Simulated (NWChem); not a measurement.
Molecule: WH2F4; SMILES [F][WH2]([F])([F])[F]

def2 effective core potentials on W; no spin-orbit coupling.

Give the equilibrium geometry at PBE0/def2-SVP with def2 effective core potentials on W (NWChem) as an XYZ file, with the point group.

point group C2v; any orientation.
```
7

W      0.0000     0.0000     0.1241
F     -0.1504    -1.7973    -0.3234
F     -1.8034     0.0298    -0.3234
F      0.1504     1.7973    -0.3234
F      1.8034    -0.0298    -0.3234
H      0.5980    -0.6609     1.5398
H     -0.5980     0.6609     1.5398
```
